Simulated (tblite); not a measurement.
Parent: `[F:1][CH2:2][SiH2:3][Si@@H:4]([F:5])[SiH3:6]` with F1–C2–Si3–Si4 43°, C2–Si3–Si4–F5 176°, CH8F2Si3.

Computed geometry: GFN2-xTB, gas phase. One conformer each, not checked by frequencies here.

```
coordinate of the parent    value
                   F1–C2  1.387 Å
                  C2–Si3  1.921 Å
                 Si3–Si4  2.319 Å
                  Si4–F5  1.633 Å
                 Si4–Si6  2.323 Å
               F1–C2–Si3   109.1°
              C2–Si3–Si4   105.7°
              Si3–Si4–F5   103.6°
             Si3–Si4–Si6   120.6°
              F5–Si4–Si6   106.9°
```

Question: How does the shared frame change in `[F:1][CH2:2][SiH2:3][Si@@H:4]([F:5])[S:6][SiH3:7]` with F1–C2–Si3–Si4 45°, C2–Si3–Si4–F5 78°, Si3–Si4–S6–Si7 -166°, CH8F2SSi3? Atoms pair as F1 = F1, C2 = C2, Si3 = Si3, Si4 = Si4, F5 = F5 (parent first).

Answer: 
```csv
parent,relative,value in the relative,change
F1–C2,F1–C2,1.385 Å,-0.002
C2–Si3,C2–Si3,1.923 Å,+0.002
Si3–Si4,Si3–Si4,2.308 Å,-0.011
Si4–F5,Si4–F5,1.622 Å,-0.011
F1–C2–Si3,F1–C2–Si3,108.9°,-0.2
C2–Si3–Si4,C2–Si3–Si4,106.1°,+0.4
Si3–Si4–F5,Si3–Si4–F5,109.8°,+6.2
```

Of the parent's bonds, Si3–Si4 and Si4–F5 change most and about equally (-0.011 Å). Bonds of the relative outside the shared frame: Si4–S6 2.155, S6–Si7 2.148 Å. Point group C1 → C1.

Question: How does the shared frame change in `[F:1][SiH2:2][SiH2:3][Si@H:4]([F:5])[SiH3:6]` with F1–Si2–Si3–Si4 -15°, Si2–Si3–Si4–F5 -173°, F2H8Si4? Atoms pair as Si3 = Si3, Si4 = Si4, F5 = F5, Si6 = Si6 (parent first).

Answer: 
```tsv
parent	relative	value in the relative	change
Si3–Si4	Si3–Si4	2.331 Å	+0.012
Si4–F5	Si4–F5	1.632 Å	-0.001
Si4–Si6	Si4–Si6	2.315 Å	-0.008
Si3–Si4–F5	Si3–Si4–F5	105.9°	+2.3
Si3–Si4–Si6	Si3–Si4–Si6	119.9°	-0.7
F5–Si4–Si6	F5–Si4–Si6	106.9°	0.0
```

Of the parent's bonds, Si3–Si4 changes most (+0.012 Å). Bonds of the relative outside the shared frame: F1–Si2 1.624, Si2–Si3 2.305 Å. Point group C1 → C1.

Question: How does the shared frame change in `[CH3:1][Si@H:2]([F:3])[SiH2:4][CH2:5][F:6]` with C1–Si2–Si4–C5 -52°, Si2–Si4–C5–F6 -47°, C2H8F2Si2? Atoms pair as F1 = F6, C2 = C5, Si3 = Si4, Si4 = Si2, F5 = F3 (parent first).

Answer: 
| parent | relative | value in the relative | change |
| --- | --- | --- | --- |
| F1–C2 | F6–C5 | 1.385 Å | -0.002 |
| C2–Si3 | C5–Si4 | 1.923 Å | +0.002 |
| Si3–Si4 | Si4–Si2 | 2.313 Å | -0.006 |
| Si4–F5 | Si2–F3 | 1.626 Å | -0.007 |
| F1–C2–Si3 | F6–C5–Si4 | 109.5° | +0.4 |
| C2–Si3–Si4 | C5–Si4–Si2 | 107.8° | +2.1 |
| Si3–Si4–F5 | Si4–Si2–F3 | 105.7° | +2.1 |

Of the parent's bonds, Si3–Si4 and Si4–F5 change most and about equally (-0.007 to -0.006 Å). Bonds of the relative outside the shared frame: C1–Si2 1.899 Å. Point group C1 → C1.
